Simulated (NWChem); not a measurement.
# H2Se2S; SMILES S[Se][SeH]

```xyz
5

Se    -0.7462     0.5843     0.0089
S      0.9354     2.0165     0.0521
H      1.1244     2.1070    -1.2855
Se     0.2255    -1.5353    -0.0385
H      0.3684    -1.6851     1.4229
```
Atoms are numbered in this order, from 1.

Program: NWChem. Structure relaxed at the PBE0/def2-SVP level. GIAO values for the isolated, static molecule; σ is the absolute isotropic shielding, δ = σ(reference) − σ with the isolated reference molecule computed at the same levels (1H: tetramethylsilane). Spin-orbit effects, on the heavy nuclei and on their neighbours, are missing.

**Question.** What does the run give for LDA (Slater exchange, VWN5)/pcSseg-1? Quantities: σ Se1 (ppm); σ S2 (ppm); δ H3 (ppm); σ Se4 (ppm); δ H5 (ppm).

**Answer.** 
```json
{
 "σ Se1 (ppm)": "873.2",
 "σ S2 (ppm)": "436.2",
 "δ H3 (ppm)": "4.35",
 "σ Se4 (ppm)": "1353.4",
 "δ H5 (ppm)": "4.80"
}
```
